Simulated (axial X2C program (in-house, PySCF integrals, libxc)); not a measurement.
What spin–orbit coupling does to InF

Computed with an in-house relativistic program for diatomic molecules. Spin-free means the one-electron spin-free X2C Hamiltonian; two-component (2c) means X2C with spin–orbit coupling and atomic mean-field two-electron Coulomb and Gaunt terms, so the difference of the two also holds small scalar two-electron terms. Basis: In dyall-v3z [11s12p9d1f], F dyall-v3z [6s5p2d1f] (cores contracted in-house); Gaussian nuclei, density fitting, unrestricted open shells. Masses: In 114.904 u, F 18.998 u.

Spin-free state: M_S = 0, Λ = 0 (closed shell); fragments In + F.

```json
{"level": "PBE0", "Re (Å)": "2.004", "ωe (cm⁻¹)": "524.1", "De (eV)": "5.387", "μ (D)": "-3.31"}
{"level": "HF", "Re (Å)": "1.987", "ωe (cm⁻¹)": "547.2", "De (eV)": "3.609", "μ (D)": "-3.25"}
{"level": "MP2", "Re (Å)": "2.004", "ωe (cm⁻¹)": "532.6", "De (eV)": "5.727", "μ (D)": "n/a"}
{"level": "TPSS", "Re (Å)": "2.020", "ωe (cm⁻¹)": "510.2", "De (eV)": "5.622", "μ (D)": "-3.20"}
{"level": "TPSSh", "Re (Å)": "2.011", "ωe (cm⁻¹)": "519.6", "De (eV)": "5.481", "μ (D)": "-3.21"}
```

Correlated methods: 20 electrons correlated (number of frozen shells: In 4 s, 3 p, 1 d; F 1 s), 166 virtual spin orbitals or spinors in MP2.

Dipoles are positive if F is the positive end.

Two-component determinant lowest at the distance of the search:

Ω = 0 (closed shell); fragments In + F.

| level | Re (Å) | ωe (cm⁻¹) | μ (D) |
| --- | --- | --- | --- |
| PBE0 | 2.005 | 524.1 | -3.31 |
| HF | 1.988 | 547.2 | -3.25 |
| MP2 | 2.005 | 532.5 | n/a |
| TPSS | 2.020 | 510.1 | -3.19 |
| TPSSh | 2.011 | 519.5 | -3.21 |

**Question.** From the two tables, how do the constants change at the MP2 level (2c against spin-free)?

**Answer.** At the MP2 level Re is unchanged within 0.001 Å and ωe is unchanged to within 0.2 cm⁻¹.

The state is a single determinant with fixed occupations, the lowest that a limited PBE0 search found. The closed shell is kept restricted, so the energy runs too high when the bond is stretched far. De is counted from the lowest determinant-based energies of the atoms at the same level, without counterpoise correction. De is not given where an atomic determinant may have missed its ground term or J level, or where the truncated virtual space spoils (T). The functionals have no current-density term, which raises determinants with orbital currents, atoms included.
